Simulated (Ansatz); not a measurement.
Reactions of C6H14 (`CCCCCC`).

Calculated with Ansatz (gas phase, PBE0-D4/def2-TZVP geometries, no zero-point term in ΔE). CCSD(T)/CBS adds triple-zeta CCSD(T) − MP2 to the extrapolated MP2 energy (def2 sets, frozen cores). This one scheme is used for every species. Elements past krypton have def2 core potentials. For Br, Ge, Sn, Te outer-core shells are correlated without core-valence functions, which leaves a few kJ/mol of doubt a bond. Scalar relativity is left out up to krypton. Each species was taken in one conformer, which may not be the lowest.

| reaction | MP2/CBS(def2) (kJ/mol) |
| --- | --- |
| `CCCCCC` + `[BH2][AlH2]` → `CC[BH][AlH2]` + `CCCC` | -43 |
| `CCCCCC` + `C[O][GeH]([OH])[O]C` → `CC[O][GeH]([O]C)[O]C` + `CCCC` | 48 |
| `CCCCCC` + HBr → `CCCBr` + `CCC` | 0 |
| `CCCCCC` + H–F → `CCCCF` + `CC` | 50 |
| `CCCCCC` + H₂Te → `CCC[TeH]` + `CCC` | -18 |
| `CCCCCC` + `O[SiH3]` → `CCCO[SiH3]` + `CCC` | 45 |
| `CCCCCC` + `[NH2][SnH3]` → `CC[NH][SnH3]` + `CCCC` | 31 |
| `CCCCCC` + `O[SiH](O)[SiH3]` → `CO[SiH](O)[SiH3]` + `CCCCC` | 59 |
| `CCCCCC` + CH₃SH → `CCCSC` + `CCC` | -8 |
| `CCCCCC` + `CCCCCS` → `CCCCCSCCCCC` + CH₄ | -16 |

Give the CCSD(T)/CBS values in the same order. (Best estimate.)

Computed: -43, 42, 2, 38, -12, 38, 29, 53, -5, -11 kJ/mol.

Largest T1 diagnostic: 0.013, for `O[SiH](O)[SiH3]`.
